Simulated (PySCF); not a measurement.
ClH6NSSi2, SMILES N[SiH2]S[SiH2]Cl.

Geometry: B3LYP-D3(BJ)/def2-SVP. This is a generated structure with no PubChem entry under its InChIKey; it may be hypothetical. One conformer was computed; it need not be the lowest.

The numbers are results of B3LYP-D3(BJ)/def2-SVP in PySCF 2.14.0, not measurements.

Frequencies are harmonic and unscaled.

Question: Estimate the vibrational spectrum. (The exact figures need the calculation; the answer reports its results.)

Answer: 
```json
[
 {"mode": "1", "ν (cm⁻¹)": "30", "IR (km/mol)": "2.0", "moving atoms (share of kinetic energy)": "N 25 %, H 25 %, Si 24 %, Cl 16 %, S 11 %"},
 {"mode": "2", "ν (cm⁻¹)": "55", "IR (km/mol)": "0.7", "moving atoms (share of kinetic energy)": "Cl 30 %, Si 24 %, N 20 %, H 19 %"},
 {"mode": "3", "ν (cm⁻¹)": "119", "IR (km/mol)": "0.3", "moving atoms (share of kinetic energy)": "Si 43 %, H 21 %, S 20 %, Cl 12 %"},
 {"mode": "4", "ν (cm⁻¹)": "178", "IR (km/mol)": "7.0", "moving atoms (share of kinetic energy)": "Si 25 %, N 21 %, Cl 20 %, S 18 %, H 16 %"},
 {"mode": "5", "ν (cm⁻¹)": "217", "IR (km/mol)": "13.9", "moving atoms (share of kinetic energy)": "H 51 %, S 19 %, Si 13 %, N 10 %"},
 {"mode": "6", "ν (cm⁻¹)": "244", "IR (km/mol)": "7.5", "moving atoms (share of kinetic energy)": "H 55 %, Si 21 %, N 11 %, S 10 %"},
 {"mode": "7", "ν (cm⁻¹)": "424", "IR (km/mol)": "123.8", "moving atoms (share of kinetic energy)": "H 58 %, N 20 %, S 12 %, Si 9 %"},
 {"mode": "8", "ν (cm⁻¹)": "462", "IR (km/mol)": "179.2", "moving atoms (share of kinetic energy)": "Si 41 %, S 25 %, H 24 %"},
 {"mode": "9", "ν (cm⁻¹)": "495", "IR (km/mol)": "38.0", "moving atoms (share of kinetic energy)": "Si 40 %, S 30 %, Cl 16 %, H 14 %"},
 {"mode": "10", "ν (cm⁻¹)": "524", "IR (km/mol)": "39.3", "moving atoms (share of kinetic energy)": "H 68 %, Si 20 %, Cl 10 %"},
 {"mode": "11", "ν (cm⁻¹)": "557", "IR (km/mol)": "100.2", "moving atoms (share of kinetic energy)": "Si 46 %, H 19 %, S 18 %, Cl 17 %"},
 {"mode": "12", "ν (cm⁻¹)": "586", "IR (km/mol)": "54.5", "moving atoms (share of kinetic energy)": "H 68 %, Si 20 %, S 9 %"},
 {"mode": "13", "ν (cm⁻¹)": "715", "IR (km/mol)": "2.2", "moving atoms (share of kinetic energy)": "H 97 %"},
 {"mode": "14", "ν (cm⁻¹)": "746", "IR (km/mol)": "3.1", "moving atoms (share of kinetic energy)": "H 96 %"},
 {"mode": "15", "ν (cm⁻¹)": "854", "IR (km/mol)": "252.7", "moving atoms (share of kinetic energy)": "H 59 %, N 25 %, Si 16 %"},
 {"mode": "16", "ν (cm⁻¹)": "866", "IR (km/mol)": "91.1", "moving atoms (share of kinetic energy)": "H 67 %, N 22 %, Si 11 %"},
 {"mode": "17", "ν (cm⁻¹)": "901", "IR (km/mol)": "119.3", "moving atoms (share of kinetic energy)": "H 76 %, Si 13 %, N 10 %"},
 {"mode": "18", "ν (cm⁻¹)": "914", "IR (km/mol)": "206.5", "moving atoms (share of kinetic energy)": "H 83 %, Si 9 %"},
 {"mode": "19", "ν (cm⁻¹)": "936", "IR (km/mol)": "145.8", "moving atoms (share of kinetic energy)": "H 86 %, Si 10 %"},
 {"mode": "20", "ν (cm⁻¹)": "947", "IR (km/mol)": "94.1", "moving atoms (share of kinetic energy)": "H 95 %"},
 {"mode": "21", "ν (cm⁻¹)": "1546", "IR (km/mol)": "45.8", "moving atoms (share of kinetic energy)": "H 90 %, N 10 %"},
 {"mode": "22", "ν (cm⁻¹)": "2235", "IR (km/mol)": "35.8", "moving atoms (share of kinetic energy)": "H 97 %"},
 {"mode": "23", "ν (cm⁻¹)": "2245", "IR (km/mol)": "110.6", "moving atoms (share of kinetic energy)": "H 97 %"},
 {"mode": "24", "ν (cm⁻¹)": "2261", "IR (km/mol)": "127.3", "moving atoms (share of kinetic energy)": "H 96 %"},
 {"mode": "25", "ν (cm⁻¹)": "2263", "IR (km/mol)": "88.4", "moving atoms (share of kinetic energy)": "H 96 %"},
 {"mode": "26", "ν (cm⁻¹)": "3565", "IR (km/mol)": "42.8", "moving atoms (share of kinetic energy)": "H 96 %"},
 {"mode": "27", "ν (cm⁻¹)": "3657", "IR (km/mol)": "34.2", "moving atoms (share of kinetic energy)": "H 91 %, N 9 %"}
]
```
